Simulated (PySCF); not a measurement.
Working out the ionisation energy of P⁺

P⁺ [Ne] 3s2 3p2 (3P) → P²⁺ [Ne] 3s2 3p1 (2P). All numbers are calculated (PySCF 2.14, no relativity, point nucleus, in def2-TZVPPD (6s5p4d1f, 48 functions)). Frozen: 1s2. Energies in hartree (1 hartree = 27.21139 eV):

```json
{"part": "UHF", "P⁺ (lower)": "-340.345927", "P²⁺ (upper)": "-339.641728"}
{"part": "MP2 opposite-spin", "P⁺ (lower)": "-0.159628", "P²⁺ (upper)": "-0.150706"}
{"part": "MP2 same-spin", "P⁺ (lower)": "-0.057691", "P²⁺ (upper)": "-0.049882"}
```

What does Hartree-Fock give?

(-339.641728) − (-340.345927) = 0.704199 hartree = 19.162 eV.

What do MP2 and SCS-MP2 (6/5 opposite-spin, 1/3 same-spin) give?

The opposite-spin parts differ by 0.243 eV and the same-spin parts by 0.212 eV. MP2: 19.162 + (0.243) + (0.212) = 19.617 eV. SCS-MP2: 19.162 + 1.2 × (0.243) + (0.212)/3 = 19.524 eV.

A first-order spin-orbit estimate adds -0.007 eV to MP2 (valence and next inner shell), giving 19.610 eV against 19.769 eV (semi-empirical (NIST evaluation); NIST Atomic Spectra Database, ionization energies).

What remains against the reference includes basis incompleteness, the frozen core and correlation beyond second order.
